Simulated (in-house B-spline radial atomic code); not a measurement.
As. Computed with a B-spline radial atomic code. Model: all-electron spherical atom, spin shells full or empty, radial basis limit, no spin-orbit coupling: exact exchange with a local potential (Slater, KLI or optimised effective potential, whose far tail is KLI's), no correlation.

Exchange potential has not reached -1/r at the last radius.

The run also made RPA and GW results, which its time includes.

The Slater potential averages the orbital exchange potentials with the orbital densities as weights, KLI adds orbital constants, and the optimised effective potential minimises the exact-exchange energy among local potentials. So their energies lie above Hartree-Fock in the order OEP, KLI, Slater. All fall off as −1/r, unlike LDA and GGA exchange.

Command:
```bash
python run_gw.py task.json out
```
Settings (nuclear radius in fm, other lengths in bohr, energies in hartree):
```
Z                      33
electrons              33
configuration          [Ar] 3d10 4s2 4p3
hamiltonian            x2c
method                 oep
lmax                   9
rms_radius             4.0968
spin_polarised         True
box_radius             40
intervals              108
```

Time taken, with all properties: 20 s on 1 thread of Arm Neoverse N1, on a shared host.

Given: hamiltonian one-electron scalar X2C; mean-field start exchange-only OEP.

Computed: energy above Hartree-Fock 12.317 millihartree.

| radius (bohr) | r times exchange potential up (hartree bohr) | r times exchange potential down (hartree bohr) |
| --- | --- | --- |
| 0.00152 | -0.042668 | -0.042678 |
| 0.0019 | -0.053262 | -0.053274 |
| 0.00239 | ? | ? |
| 0.00301 | -0.083902 | -0.083921 |
| 0.00378 | -0.10482 | -0.10485 |
| 0.00475 | -0.13069 | -0.13072 |
| 0.00597 | -0.16238 | -0.16242 |
| 0.00751 | -0.20083 | -0.20088 |
| 0.00944 | -0.24635 | -0.24641 |
| 0.0119 | -0.29974 | -0.29981 |
| 0.0149 | -0.35753 | -0.3576 |
| 0.0187 | -0.41909 | -0.41917 |
| 0.0236 | ? | ? |
| 0.0296 | -0.52783 | -0.52784 |
| 0.0372 | -0.55126 | -0.55107 |
| 0.0468 | -0.5344 | -0.53363 |
| 0.0588 | -0.49059 | -0.48852 |
| 0.0739 | -0.51375 | -0.51044 |
| 0.0929 | -0.65762 | -0.65468 |
| 0.117 | -0.81875 | -0.81679 |
| 0.147 | -0.92519 | -0.92414 |
| 0.185 | -0.94635 | -0.94711 |
| 0.232 | -0.83875 | -0.84354 |
| 0.292 | -0.74369 | -0.74758 |
| 0.366 | -0.99106 | -0.98605 |
| 0.461 | -1.2491 | -1.2425 |
| 0.579 | -1.379 | -1.3736 |
| 0.728 | -1.363 | -1.3606 |
| 0.915 | -1.1719 | -1.1873 |
| 1.15 | -0.88552 | -0.89552 |
| 1.44 | -0.96075 | -0.73848 |
| 1.82 | -1.2061 | -0.86513 |
| 2.28 | -1.3246 | -0.96964 |
| 2.87 | -1.3392 | -1.0031 |
| 3.61 | -1.278 | -1.0059 |
| 4.53 | -1.1904 | -1.0028 |
| 5.7 | -1.1142 | -1.0002 |

(1) What belongs in the row 0.00239?

(2) What belongs in the row 0.0236?

```json
{"occupied": "1s up", "level (hartree)": "-430.38", "Hartree-Fock level (hartree)": "-438.96"}
{"occupied": "1s down", "level (hartree)": "-430.37", "Hartree-Fock level (hartree)": "-438.95"}
{"occupied": "2s up", "level (hartree)": "-54.745", "Hartree-Fock level (hartree)": "-57.778"}
{"occupied": "2s down", "level (hartree)": "-54.747", "Hartree-Fock level (hartree)": "-57.775"}
{"occupied": "2p up", "level (hartree)": "-47.989", "Hartree-Fock level (hartree)": "-50.491"}
{"occupied": "2p down", "level (hartree)": "-47.984", "Hartree-Fock level (hartree)": "-50.482"}
{"occupied": "3s up", "level (hartree)": "-7.2412", "Hartree-Fock level (hartree)": "-8.2816"}
{"occupied": "3s down", "level (hartree)": "-7.2346", "Hartree-Fock level (hartree)": "-8.2676"}
{"occupied": "3p up", "level (hartree)": "-5.1403", "Hartree-Fock level (hartree)": "-5.9435"}
{"occupied": "3p down", "level (hartree)": "?", "Hartree-Fock level (hartree)": "?"}
{"occupied": "3d up", "level (hartree)": "-1.6884", "Hartree-Fock level (hartree)": "-2.0723"}
{"occupied": "3d down", "level (hartree)": "-1.6781", "Hartree-Fock level (hartree)": "-2.0625"}
{"occupied": "4s up", "level (hartree)": "?", "Hartree-Fock level (hartree)": "?"}
{"occupied": "4s down", "level (hartree)": "-0.57394", "Hartree-Fock level (hartree)": "-0.57384"}
{"occupied": "4p up", "level (hartree)": "-0.36787", "Hartree-Fock level (hartree)": "-0.36905"}
```

(3) What belongs in the row 3p down?

(4) What belongs in the row 4s up?

```csv
empty,level (hartree)
4p down,-0.24858
5s up,?
5s down,-0.11262
5p up,-0.088252
4d up,-0.077832
5p down,-0.073879
6s up,-0.057753
4d down,-0.057576
```

(5) What belongs in the row 5s up?

## Answers

(1) r times exchange potential up (hartree bohr): -0.06685; r times exchange potential down (hartree bohr): -0.066865.

(2) r times exchange potential up (hartree bohr): -0.47991; r times exchange potential down (hartree bohr): -0.47998.

(3) level (hartree): -5.1329; Hartree-Fock level (hartree): -5.9234.

(4) level (hartree): -0.70207; Hartree-Fock level (hartree): -0.83246.

(5) level (hartree): -0.13881.

The highest level, 4p up, differs from Hartree-Fock by +0.032 eV and the deepest, 1s up, by +234 eV: a local potential can match the highest level but can't give each shell its own exchange.
